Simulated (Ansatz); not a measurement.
`NC(O)O[SiH3]` and `OCO[SiH3]` differ in one atom or group.

Ansatz, PBE0-D4/def2-TZVP geometries, multiplicity 1. Each molecule was computed in one conformer, which needn't be the lowest.

```tsv
property	`NC(O)O[SiH3]`
HOMO–LUMO gap (B3LYP/def2-TZVPP) / eV	7.97
HOMO–LUMO gap (ωB97M-V/def2-TZVPP) / eV	12.48
HOMO energy (PBE/def2-TZVPP) / eV	-6.40
HOMO–LUMO gap (PBE0/def2-TZVPP) / eV	8.49
size of the dipole moment (PBE/def2-TZVPP) / D	1.54
LUMO energy (B3LYP/def2-TZVPP) / eV	0.28
```

(1) Give the same properties after the change, and the shifts. (An estimate is asked.)

Results:

(1) Computed: 
```tsv
property	`OCO[SiH3]`	shift
HOMO–LUMO gap (B3LYP/def2-TZVPP) / eV	7.98	0.01
HOMO–LUMO gap (ωB97M-V/def2-TZVPP) / eV	12.46	-0.02
HOMO energy (PBE/def2-TZVPP) / eV	-6.63	-0.23
HOMO–LUMO gap (PBE0/def2-TZVPP) / eV	8.42	-0.07
size of the dipole moment (PBE/def2-TZVPP) / D	1.30	-0.24
LUMO energy (B3LYP/def2-TZVPP) / eV	0.00	-0.28
```

With PBE0 the HOMO falls by 0.24 eV and the LUMO falls by 0.30 eV, so the gap narrows by about 0.06 eV. PBE moves the HOMO by -0.23 eV and ωB97M-V by -0.21 eV. Dipoles are sizes alone; their direction can turn.

B3LYP here is the variant with VWN-RPA as its local correlation; programs differ in this.
